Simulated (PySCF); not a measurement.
C4H4S, charge +1, doublet (typed; the unrestricted solution is spin-contaminated), geometry from GFN2-xTB (a state made from the parent by changing its charge; the spin is typed, not shown lowest); HF/def2-SVP (PySCF).

PySCF was given this input:
```python
from pyscf import gto, scf

mol = gto.Mole()
mol.atom = '''
    C     0.370399   -1.391271    0.160369
    C    -1.004495   -1.070424    0.213372
    C    -1.230568    0.253898    0.051892
    S     0.313475    1.156049   -0.176609
    C     1.182588   -0.261496   -0.047527
    H     0.764030   -2.390015    0.266578
    H    -1.779845   -1.802350    0.365446
    H    -2.164057    0.787291    0.045643
    H     2.256731   -0.275940   -0.120553
'''
mol.basis = 'def2-svp'
mol.charge = 1
mol.spin = 1
mol.verbose = 4
mol.build()

mf = scf.UHF(mol)
mf.kernel()
mf.analyze()
```

Output, abridged:

```
PySCF version 2.14.0

[INPUT] verbose = 4
[INPUT] num. atoms = 9
[INPUT] num. electrons = 43
[INPUT] charge = 1
[INPUT] spin (= nelec alpha-beta = 2S) = 1
[INPUT] symmetry False subgroup None
[INPUT] Mole.unit = angstrom
[INPUT] Symbol           X                Y                Z      unit          X                Y                Z       unit  Magmom
[INPUT]  1 C      0.370399000000  -1.391271000000   0.160369000000 AA    0.699952666813  -2.629121155050   0.303053488870 Bohr   0.0
[INPUT]  2 C     -1.004495000000  -1.070424000000   0.213372000000 AA   -1.898220443495  -2.022808197161   0.403214642651 Bohr   0.0
[INPUT]  3 C     -1.230568000000   0.253898000000   0.051892000000 AA   -2.325436497654   0.479797683575   0.098061668056 Bohr   0.0
[INPUT]  4 S      0.313475000000   1.156049000000  -0.176609000000 AA    0.592381896898   2.184615996577  -0.333742641133 Bohr   0.0
[INPUT]  5 C      1.182588000000  -0.261496000000  -0.047527000000 AA    2.234767438197  -0.494155822669  -0.089813013522 Bohr   0.0
[INPUT]  6 H      0.764030000000  -2.390015000000   0.266578000000 AA    1.443807450951  -4.516473783602   0.503759410834 Bohr   0.0
[INPUT]  7 H     -1.779845000000  -1.802350000000   0.365446000000 AA   -3.363419594177  -3.405947880610   0.690592853318 Bohr   0.0
[INPUT]  8 H     -2.164057000000   0.787291000000   0.045643000000 AA   -4.089475047948   1.487764370335   0.086252769504 Bohr   0.0
[INPUT]  9 H      2.256731000000  -0.275940000000  -0.120553000000 AA    4.264603526816  -0.521451026812  -0.227812153495 Bohr   0.0

nuclear repulsion = 201.624640104444
number of shells = 44
number of NR pGTOs = 160
number of NR cGTOs = 94
basis = def2-svp
ecp = {}

******** <class 'pyscf.scf.uhf.UHF'> ********
method = UHF
initial guess = minao
damping factor = 0
level_shift factor = 0
DIIS = <class 'pyscf.scf.diis.CDIIS'>
diis_start_cycle = 1
diis_space = 8
diis_damp = 0
SCF conv_tol = 1e-09
SCF conv_tol_grad = None
SCF max_cycles = 50
direct_scf = True
direct_scf_tol = 1e-13
number electrons alpha = 22  beta = 21
Set gradient conv threshold to 3.16228e-05
init E= -552.34098109376

cycle= 1 E= -550.647822269461  delta_E= 1.69  |g|= 0.418  |ddm|= 2.26
cycle= 2 E= -550.756908084026  delta_E= -0.109  |g|= 0.195  |ddm|= 0.673
cycle= 3 E= -550.778600389466  delta_E= -0.0217  |g|= 0.0501  |ddm|= 0.248
cycle= 4 E= -550.781867818261  delta_E= -0.00327  |g|= 0.0202  |ddm|= 0.114
cycle= 5 E= -550.782746124524  delta_E= -0.000878  |g|= 0.0145  |ddm|= 0.042
cycle= 6 E= -550.78337399464  delta_E= -0.000628  |g|= 0.00891  |ddm|= 0.0417
cycle= 7 E= -550.783735920142  delta_E= -0.000362  |g|= 0.00522  |ddm|= 0.0409
cycle= 8 E= -550.783842377826  delta_E= -0.000106  |g|= 0.00348  |ddm|= 0.0208
cycle= 9 E= -550.783916562112  delta_E= -7.42e-05  |g|= 0.00258  |ddm|= 0.0178
cycle= 10 E= -550.78396787911  delta_E= -5.13e-05  |g|= 0.00176  |ddm|= 0.0167
cycle= 11 E= -550.783999146778  delta_E= -3.13e-05  |g|= 0.0012  |ddm|= 0.0147
cycle= 12 E= -550.784015232851  delta_E= -1.61e-05  |g|= 0.000701  |ddm|= 0.0123
cycle= 13 E= -550.784019947951  delta_E= -4.72e-06  |g|= 0.000391  |ddm|= 0.00622
cycle= 14 E= -550.78402145878  delta_E= -1.51e-06  |g|= 0.000203  |ddm|= 0.00415
cycle= 15 E= -550.784021691828  delta_E= -2.33e-07  |g|= 9.67e-05  |ddm|= 0.00142
cycle= 16 E= -550.784021745159  delta_E= -5.33e-08  |g|= 5.85e-05  |ddm|= 0.000748
cycle= 17 E= -550.784021760242  delta_E= -1.51e-08  |g|= 3.85e-05  |ddm|= 0.000275
cycle= 18 E= -550.784021768793  delta_E= -8.55e-09  |g|= 2.48e-05  |ddm|= 0.000281
cycle= 19 E= -550.784021771946  delta_E= -3.15e-09  |g|= 1.58e-05  |ddm|= 0.000125
cycle= 20 E= -550.784021773315  delta_E= -1.37e-09  |g|= 9.98e-06  |ddm|= 8.54e-05
cycle= 21 E= -550.78402177392  delta_E= -6.04e-10  |g|= 5.74e-06  |ddm|= 6.81e-05
Extra cycle  E= -550.784021773989  delta_E= -6.91e-11  |g|= 4.45e-06  |ddm|= 1.09e-05
converged SCF energy = -550.784021773989  <S^2> = 0.86480571  2S+1 = 2.1116872
**** SCF Summaries ****
Total Energy =                        -550.784021773988798
Nuclear Repulsion Energy =             201.624640104443699
One-electron Energy =                -1145.345615861968099
Two-electron Energy =                  392.936953983535602
Two-electron Coulomb Energy =          439.857555713530303
DFT Exchange-Correlation Energy =      -46.920601729994701
**** MO energy ****
                             alpha | beta                alpha | beta
MO #1   energy= -92.1911931735881  | -92.1922573703179  occ= 1 | 1
MO #2   energy= -11.5553079448541  | -11.5460137785332  occ= 1 | 1
MO #3   energy= -11.5222739934087  | -11.5062738367659  occ= 1 | 1
MO #4   energy= -11.5120340699143  | -11.5025344026047  occ= 1 | 1
MO #5   energy= -11.4625831660533  | -11.4719654495557  occ= 1 | 1
MO #6   energy= -9.22781215073754  | -9.22896401598207  occ= 1 | 1
MO #7   energy= -6.91428045233615  | -6.91618973183929  occ= 1 | 1
MO #8   energy= -6.91276379234457  | -6.91479615360272  occ= 1 | 1
MO #9   energy= -6.91161273009116  | -6.91320196594705  occ= 1 | 1
MO #10  energy= -1.43004128920214  | -1.40515012320164  occ= 1 | 1
MO #11  energy= -1.24421302222681  | -1.2372353923013   occ= 1 | 1
MO #12  energy= -1.22715326490109  | -1.18405855548547  occ= 1 | 1
MO #13  energy= -1.01783551832338  | -0.999632825181271 occ= 1 | 1
MO #14  energy= -0.987724604513549 | -0.976222098559723 occ= 1 | 1
MO #15  energy= -0.939746223225149 | -0.935337508913518 occ= 1 | 1
MO #16  energy= -0.823284881590569 | -0.815815188372099 occ= 1 | 1
MO #17  energy= -0.798415473846698 | -0.795434174843804 occ= 1 | 1
MO #18  energy= -0.789782554556619 | -0.76996760533341  occ= 1 | 1
MO #19  energy= -0.775916744245661 | -0.707552902256492 occ= 1 | 1
MO #20  energy= -0.708766448744171 | -0.705620499865439 occ= 1 | 1
MO #21  energy= -0.620880261687901 | -0.592760668621148 occ= 1 | 1
MO #22  energy= -0.581100857298324 | -0.236663812773527 occ= 1 | 0
MO #23  energy= -0.149497058296601 | -0.0534710133649816 occ= 0 | 0
MO #24  energy= -0.0258122237296257 | -0.0138926930756691 occ= 0 | 0
MO #25  energy= -0.0126420334444717 | 0.0130415794938474 occ= 0 | 0
MO #26  energy= 0.009159828752205  | 0.0239541196688755 occ= 0 | 0
MO #27  energy= 0.0452476494568299 | 0.048268133389064  occ= 0 | 0
MO #28  energy= 0.0564446222345705 | 0.0619204512077394 occ= 0 | 0
MO #29  energy= 0.0873400351353171 | 0.0909942313351151 occ= 0 | 0
MO #30  energy= 0.0926614921981455 | 0.0941845000425246 occ= 0 | 0

To work with the spin densities directly, `use mulliken_meta_spin()` only printing them here.

 ** Mulliken spin pop alpha/beta on meta-lowdin orthogonal AOs **
 ** Mulliken Spin Density (per AO)  **
spin_pop of  0 C 1s       -0.00000
spin_pop of  0 C 2s        0.02632
spin_pop of  0 C 3s       -0.00092
spin_pop of  0 C 2px       0.01746
spin_pop of  0 C 2py       0.01112
spin_pop of  0 C 2pz       0.35011
spin_pop of  0 C 3px      -0.00009
spin_pop of  0 C 3py      -0.00017
spin_pop of  0 C 3pz       0.00131
spin_pop of  0 C 3dxy      0.00002
spin_pop of  0 C 3dyz      0.00042
spin_pop of  0 C 3dz^2    -0.00080
spin_pop of  0 C 3dxz     -0.00033
spin_pop of  0 C 3dx2-y2   -0.00003
spin_pop of  1 C 1s        0.00000
spin_pop of  1 C 2s       -0.02844
spin_pop of  1 C 3s        0.00045
spin_pop of  1 C 2px      -0.02092
spin_pop of  1 C 2py      -0.02976
spin_pop of  1 C 2pz      -0.26535
spin_pop of  1 C 3px       0.00008
spin_pop of  1 C 3py      -0.00005
spin_pop of  1 C 3pz      -0.00092
spin_pop of  1 C 3dxy      0.00001
spin_pop of  1 C 3dyz      0.00065
spin_pop of  1 C 3dz^2     0.00046
spin_pop of  1 C 3dxz     -0.00008
spin_pop of  1 C 3dx2-y2   -0.00004
spin_pop of  2 C 1s       -0.00000
spin_pop of  2 C 2s        0.04740
spin_pop of  2 C 3s       -0.00099
spin_pop of  2 C 2px       0.03164
spin_pop of  2 C 2py       0.03641
spin_pop of  2 C 2pz       0.53392
spin_pop of  2 C 3px      -0.00008
spin_pop of  2 C 3py      -0.00012
spin_pop of  2 C 3pz       0.00209
spin_pop of  2 C 3dxy     -0.00001
spin_pop of  2 C 3dyz     -0.00009
spin_pop of  2 C 3dz^2    -0.00127
spin_pop of  2 C 3dxz      0.00011
spin_pop of  2 C 3dx2-y2   -0.00000
spin_pop of  3 S 1s        0.00000
spin_pop of  3 S 2s       -0.00000
spin_pop of  3 S 3s       -0.00230
spin_pop of  3 S 4s        0.00007
spin_pop of  3 S 2px      -0.00000
spin_pop of  3 S 2py      -0.00000
spin_pop of  3 S 2pz      -0.00000
spin_pop of  3 S 3px      -0.03873
spin_pop of  3 S 3py      -0.01822
spin_pop of  3 S 3pz      -0.02381
spin_pop of  3 S 4px      -0.00025
spin_pop of  3 S 4py      -0.00009
spin_pop of  3 S 4pz       0.00040
spin_pop of  3 S 3dxy     -0.00024
spin_pop of  3 S 3dyz     -0.00048
spin_pop of  3 S 3dz^2    -0.00012
spin_pop of  3 S 3dxz      0.00298
spin_pop of  3 S 3dx2-y2   -0.00011
spin_pop of  4 C 1s       -0.00000
spin_pop of  4 C 2s        0.02471
spin_pop of  4 C 3s       -0.00097
spin_pop of  4 C 2px       0.01226
spin_pop of  4 C 2py       0.01287
spin_pop of  4 C 2pz       0.37408
spin_pop of  4 C 3px      -0.00010
spin_pop of  4 C 3py      -0.00018
spin_pop of  4 C 3pz       0.00108
spin_pop of  4 C 3dxy      0.00002
spin_pop of  4 C 3dyz      0.00049
spin_pop of  4 C 3dz^2    -0.00102
spin_pop of  4 C 3dxz      0.00024
spin_pop of  4 C 3dx2-y2   -0.00003
spin_pop of  5 H 1s       -0.01904
spin_pop of  5 H 2s       -0.00017
spin_pop of  5 H 2px      -0.00001
spin_pop of  5 H 2py      -0.00006
spin_pop of  5 H 2pz       0.00007
spin_pop of  6 H 1s        0.01600
spin_pop of  6 H 2s        0.00007
spin_pop of  6 H 2px       0.00003
spin_pop of  6 H 2py       0.00004
spin_pop of  6 H 2pz      -0.00007
spin_pop of  7 H 1s       -0.02989
spin_pop of  7 H 2s       -0.00024
spin_pop of  7 H 2px      -0.00011
spin_pop of  7 H 2py      -0.00002
spin_pop of  7 H 2pz       0.00010
spin_pop of  8 H 1s       -0.01847
spin_pop of  8 H 2s       -0.00023
spin_pop of  8 H 2px      -0.00010
spin_pop of  8 H 2py       0.00002
spin_pop of  8 H 2pz       0.00004
 ** Mulliken Spin Density (per atom)  **
spin density of  0 C =      0.40443
spin density of  1 C =     -0.34392
spin density of  2 C =      0.64900
spin density of  3 S =     -0.08092
spin density of  4 C =      0.42345
spin density of  5 H =     -0.01921
spin density of  6 H =      0.01607
spin density of  7 H =     -0.03015
spin density of  8 H =     -0.01874
 ** Mulliken pop alpha/beta on meta-lowdin orthogonal AOs **
 ** Mulliken pop       alpha | beta **
In total            22.00000 | 21.00000
 ** Mulliken atomic charges   ( Nelec_alpha | Nelec_beta ) **
charge of  0C =      0.03505  (     3.18469      2.78026 )
charge of  1C =     -0.08218  (     2.86913      3.21305 )
charge of  2C =     -0.02922  (     3.33911      2.69011 )
charge of  3S =      0.39418  (     7.76245      7.84337 )
charge of  4C =      0.00175  (     3.21085      2.78740 )
charge of  5H =      0.16411  (     0.40834      0.42755 )
charge of  6H =      0.15904  (     0.42851      0.41245 )
charge of  7H =      0.17302  (     0.39841      0.42857 )
charge of  8H =      0.18425  (     0.39851      0.41725 )

WARN: System has nonzero charge 1; the dipole moment is origin-dependent.
Location of origin: [0. 0. 0.]

Dipole moment(X, Y, Z, Debye):  0.37568, -1.80989,  0.21603
```
